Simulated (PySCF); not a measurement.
System: sum formula BNH₂Br, charge 0, multiplicity 2. It need not be the lowest isomer of its formula. 
Geometry from a B3LYP-D3(BJ)/def2-TZVP (Ansatz) optimisation:
```
N
H 1 1.0070
H 1 1.0117 2 114.04
B 1 1.3753 2 122.23 3 -180.00
Br 4 1.9220 1 124.62 2 180.00
```
Charge 0, spin multiplicity 2.

Dispersion corrections to the total energy (kcal/mol) from the dftd3 and dftd4 libraries through PySCF: D3(BJ) without and D4 with the three-body term, each with the damping fitted for the functional named.

```
functional  D3(BJ)     D4
----------  ------  -----
r2SCAN       -0.52  -0.42
HF             ___  -7.15
PBE            ___  -1.93
revPBE         ___  -5.96
B2PLYP       -1.77  -1.33
CAM-B3LYP    -1.64  -1.64
HSE06        -1.37  -1.50
```

Task: Some entries are withheld; supply them.

Result: 
- HF, D3(BJ): -18.27
- PBE, D3(BJ): -1.98
- revPBE, D3(BJ): -5.03
